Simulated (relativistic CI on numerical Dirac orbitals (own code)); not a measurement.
## Fe7+ (3d) in a crystal field

Calculated by Dirac-Coulomb-Breit CI, orbitals from a KLI potential per configuration, QED by a radiative potential, one configuration in a parametric crystal field, unscaled Slater integrals (own radial code).

Field parameters in Wybourne normalisation: Td as Oh with Dq negative (B⁴₀ = 21Dq, B⁴₄ = √(5/14) B⁴₀). The field is a parameter set, without covalency.

S is read from ⟨S²⟩ = S(S + 1).

Levels (cm⁻¹, degeneracy): 0 (4), 18575 (4), 19608 (2).

Task: Which field gives this pattern?
A. Td, 10Dq = -18850 cm⁻¹
B. Td, 10Dq = -9950 cm⁻¹
C. Td, 10Dq = -19800 cm⁻¹
D. Td, 10Dq = -12550 cm⁻¹

Result: A. Td, 10Dq = -18850 cm⁻¹, ground level with S = 0.50.
